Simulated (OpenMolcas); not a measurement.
## Au2+: moving or changing the point charges

Au2+ among 4 point charges of -2 e arranged as a tetrahedron (Td), 1.87 Å from the ion.
```
   1.0796    1.0796    1.0796  -2.00
   1.0796   -1.0796   -1.0796  -2.00
  -1.0796    1.0796   -1.0796  -2.00
  -1.0796   -1.0796    1.0796  -2.00
```

```json
{"Program": "OpenMolcas 26.06", "Method": "CASSCF", "Basis": "ANO-RCC-VDZP [7s6p4d2f]", "Scalar Hamiltonian": "DKH2, point nucleus", "Active space": "9 electrons in 5 orbitals (5d)", "State averaging": "2S+1 = 2 even, 5 roots", "Spin-orbit coupling": "state interaction with AMFI integrals over the reference wave functions"}
```

Runs around this geometry, states (labels of Td). Energies in cm-1 above the lowest state or level, χT in cm3 K/mol; under a threefold ground state the first gap can be a small split of the lowest multiplet, not the spin-orbit step; 10Dq is the gap between the two states; 10Dq is negative for this site.

```csv
R (Å),q (e),Ground state,First state of that spin,10Dq,First gap with spin-orbit (degeneracies),χT at 300 K
1.87,-1,2T2,2E 2756,-2756,"1517 (2, 4)",0.709
1.71,-2,2T2,2E 4725,-4725,"1783 (2, 4)",0.602
1.87,-2,2T2,2E 3895,-3895,"1780 (2, 4)",0.634
1.98,-2,2T2,2E 3327,-3327,"1648 (2, 4)",0.667
```

Taking |10Dq| as R^-n, n = -ln(3327 / 4725) / ln(1.98 / 1.71) = 2.4 between the shortest and longest distance. The point-charge formula for a cubic d site gives n = 5.

Scaling the charges by -1 / -2 = 0.50 scales |10Dq| by 2756 / 3895 = 0.71; with fixed orbitals a first-order splitting would follow the charge.

An orbital triplet at a regular site is open to Jahn-Teller coupling, which can distort the site and quench the lowest spin-orbit gaps and is left out. The ground term spreads over less than 5000 cm-1, several times less than with real ligands, so orbital moments are less quenched and χT lies further from the spin-only value than at real sites. This is an electrostatic model: the charges have no orbitals. No measured value stands beside these numbers.
